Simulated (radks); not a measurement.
Spherical jellium clusters: N electrons in a uniform positive sphere of charge N and radius rs N^(1/3), rs = 4.27 bohr. Method: non-relativistic Kohn-Sham, PBEsol, spin-polarised, spherical densities; computed with a radial shooting solver with Libxc functionals. Levels are named by radial order and angular momentum (1s, 1p, 1d, 2s, ...), and open shells are averaged over m.

N = 16, configuration 1s2 1p6 1d(up 5, down 3). This is the lowest configuration that the search found. Occupied levels:

| level | occupation | eigenvalue (eV) | <r> (bohr) |
|---|---|---|---|
| 1s up | 1 | -4.6470 | 6.686 |
| 1s down | 1 | -4.5633 | 6.413 |
| 1p up | 3 | -3.8597 | 8.007 |
| 1p down | 3 | -3.7095 | 7.901 |
| 1d up | 5 | -2.8884 | 8.941 |
| 1d down | 3 | -2.7124 | 8.913 |

Energy (eV): total -29.1665, kinetic 25.086, external -767.25, Hartree 379.62, exchange-correlation -55.074, background 388.45.

Electron density:

| r (bohr) | n(r) (e/bohr^3) |
|---|---|
| 0.777 | 0.001620 |
| 1.64 | 0.001780 |
| 2.51 | 0.002056 |
| 3.37 | 0.002435 |
| 4.24 | 0.002879 |
| 5.10 | 0.003317 |
| 5.97 | 0.003645 |
| 6.83 | 0.003745 |
| 7.70 | 0.003524 |
| 8.56 | 0.002972 |
| 9.43 | 0.002201 |
| 10.3 | 0.001413 |
| 11.2 | 0.0007823 |
| 12.0 | 0.0003883 |
| 12.9 | 0.0001767 |
| 13.8 | 0.00007790 |
| 14.6 | 0.00003333 |
| 15.5 | 0.00001422 |
| 16.4 | 5.941e-06 |
| 17.2 | 2.485e-06 |
